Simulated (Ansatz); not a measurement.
`S[SiH2][GeH2][I]` + H–F → `[F][GeH2][I]` + `[SiH3]S` at 400 K and 1 bar (cleavage of the Ge–Si bond).

Gas-phase electronic energies from Ansatz, PBE0-D4/def2-TZVP geometries. CCSD(T)/CBS adds triple-zeta CCSD(T) − MP2 to the extrapolated MP2 energy (def2 sets, frozen cores). This one scheme is used for every species. Elements past krypton have def2 core potentials. For Ge, I outer-core shells are correlated without core-valence functions, which leaves a few kJ/mol of doubt a bond. Scalar relativity is left out up to krypton. One conformer a species, not always the lowest.

| species | CCSD(T)/CBS energy (Eh) | H − E (kJ/mol) | S (J/(mol·K)) |
| --- | --- | --- | --- |
| `S[SiH2][GeH2][I]` | -3063.48207 | 150.9 | 432.4 |
| H–F | -100.39570 | 36.5 | 182.2 |
| `[F][GeH2][I]` | -2474.61172 | 71.2 | 335.8 |
| `[SiH3]S` | -689.27336 | 109.8 | 293.0 |

H − E and S are ideal-gas, rigid-rotor, harmonic terms from PBE0-D4/def2-TZVP, for one conformer and one mirror image of each species. 1 Eh = 2625.50 kJ/mol, R = 8.31446 J/(mol·K).

**Question.** By hand: ΔE, ΔH, ΔS and ΔG.

**Answer.** ΔE = (-2474.61172) + (-689.27336) − (-3063.48207) − (-100.39570) = -0.00731 Eh = -19.2 kJ/mol. Δ(H − E) = 71.2 + 109.8 − 150.9 − 36.5 = -6.4, so ΔH = -25.6 kJ/mol. ΔS = 335.8 + 293.0 − 432.4 − 182.2 = 14.2 J/(mol·K). ΔG = -25.6 − 400 × (14.2)/1000 = -31.3 kJ/mol.

**Question.** By hand: the equilibrium constant, and the temperature at which ΔG would vanish if ΔH and ΔS stayed fixed.

**Answer.** log₁₀ K = −ΔG/(RT ln 10) = 4.1. ΔH and −TΔS have one sign here, so there is no such temperature.

The number of gas molecules stays the same, so ΔS is small and ΔH decides. A doubt of 5 kJ/mol in ΔE shifts log₁₀ K by 0.7 here. Other conformers and mirror images would add mixing entropy, several J/(mol·K) or more a flexible species. Modes under 60 cm⁻¹, often nearly free rotors, make the harmonic entropy too high. These are equilibria of isolated gas molecules and say nothing of rates. Largest T1 diagnostic: 0.011 (customary marks: 0.02 for closed shells, 0.045 for open ones).
